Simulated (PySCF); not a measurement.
Compound: C₉H₁₀O₃.
Bonds: C1–O2, O2–C3, C3–C4, C4–C5 (aromatic), C5–C6 (aromatic), C6–C7 (aromatic), C7–C8, C8–O9 (double), C8–O10, C7–C11 (aromatic), C11–C12 (aromatic), C4–C12 (aromatic). Hydrogens: H13, H14, H15 on C1; H16, H17 on C3; H18 on C5; H19 on C6; H20 on O10; H21 on C11; H22 on C12.

Theory: PBE0-D3(BJ)/def2-SVP geometry optimisation, gas phase (PySCF 2.14.0).

(1) Give the optimised bond lengths and angles.

Answers

(1) 
| bond | length (bohr) | order |
| --- | --- | --- |
| C1–O2 | 2.643 | single |
| O2–C3 | 2.636 | single |
| C3–C4 | 2.855 | single |
| C4–C5, C4–C12 | 2.644 | aromatic |
| C5–C6, C11–C12 | 2.626 | aromatic |
| C6–C7, C7–C11 | 2.644 | aromatic |
| C7–C8 | 2.804 | single |
| C8=O9 | 2.279 | double |
| C8–O10 | 2.535 | single |
| C1–H13, C1–H14 | 2.083 | single |
| C1–H15 | 2.093 | single |
| C3–H16, C3–H17 | 2.090 | single |
| C5–H18, C12–H22 | 2.066 | single |
| C6–H19, C11–H21 | 2.063 | single |
| O10–H20 | 1.831 | single |

Bonds in one row agree within 0.02 bohr and their mean is given. Orders are formal, as drawn. A selection of angles:
| angle | degrees |
| --- | --- |
| C1–O2–C3 | 113.7 |
| O2–C3–C4 | 114.1 |
| C3–C4–C5 | 119.9 |
| C3–C4–C12 | 120.9 |
| C5–C4–C12 | 119.1 |
| C4–C5–C6 | 120.6 |
| C5–C6–C7 | 120.0 |
| C6–C7–C8 | 122.2 |
| C6–C7–C11 | 119.7 |
| C8–C7–C11 | 118.1 |
| C7–C8–O9 | 124.6 |
| C7–C8–O10 | 113.1 |
| O9–C8–O10 | 122.3 |
| H20–O10–C8 | 106.1 |

Dihedral angles: C1–O2–C3–C4 -72° (synclinal); O2–C3–C4–C5 -33° (synclinal); C6–C7–C8–O9 178° (antiperiplanar); H20–O10–C8–C7 180° (antiperiplanar). The mirror-image conformer, all signs reversed, is as good.

The 4 C–O bonds span 1.206 Å (C8=O9, drawn double) to 1.399 Å (C1–O2, drawn single), a spread of 0.193 Å. Of the pairs four or more bonds apart, O10···H19 is among the closest relative to their van der Waals radii: 2.42 Å, 89 % of the sum of Bondi's values. The 6-membered ring C4–C5–C6–C7–C11–C12 has internal angles of 119.1° to 120.6° (sum 720°, against 720° for a flat polygon); it is planar, 0.00 Å rms from its mean plane, widest ring torsion 1°. The C–C distances run from 1.390 Å (C11–C12, aromatic) to 1.511 Å (C3–C4, drawn single), a spread of 0.121 Å.

Point group: C1 (no symmetry element, even within 0.4 Å). Stationary, but not proved a minimum. One conformer, not necessarily the lowest (C1–O2–C3–C4 -72°, O2–C3–C4–C5 -33°, C6–C7–C8–O9 178°, C7–C8–O10–H 180°).
